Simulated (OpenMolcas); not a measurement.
An atom or ion with 20 electrons was computed by SS-CASPT2, IPEA 0.25 Eh, imaginary shift 0.1 Eh with spin-orbit coupling (OpenMolcas, ANO-RCC-VQZP, DKH2). The lowest levels that the run gave, each within 12 % of the measured value where one is at hand:

```csv
J,Parity,E (cm⁻¹),g
2,even,0.0,0.666
3,even,505,1.084
4,even,1148,1.251
2,even,12990,1.007
0,even,16260,
1,even,16440,1.501
2,even,16820,1.494
4,even,22400,1.000
0,even,51680,
```

Task: Which ion is it, and what are the configurations and terms?

Result: Cr4+ (Z = 24, charge +4; active space 2 electrons in 5 orbitals (3d)). J, parity and g give the terms where levels are pure, and mixed ones are named by the computed weights; the size of the splittings, set against known spectra of the 20-electron sequence, gives the charge. In order, with the measured energies in cm⁻¹ (Sugar and Corliss, J. Phys. Chem. Ref. Data 6, 317 (1977)): 3d² ³F₂, 3d² ³F₃ (508), 3d² ³F₄ (1142), 3d² ¹D₂ (13188), 3d² ³P₀ (15492), 3d² ³P₁ (15677), 3d² ³P₂ (16041), 3d² ¹G₄ (22019), 3d² ¹S₀ (51146).

CASPT2 breaks the degeneracy within a term, and the mean is taken; among the terms shown or strongly mixed into the levels shown the widest spread is 930 cm-1 (3d² ¹G). Measured partners are found by configuration, term and J. A level has none where our copy of the source lacks it or the pairing is in doubt (some pairs that miss far off the trend of their configuration count as doubtful), and it then counts in no deviation. Levels of configurations outside the active space are missing.
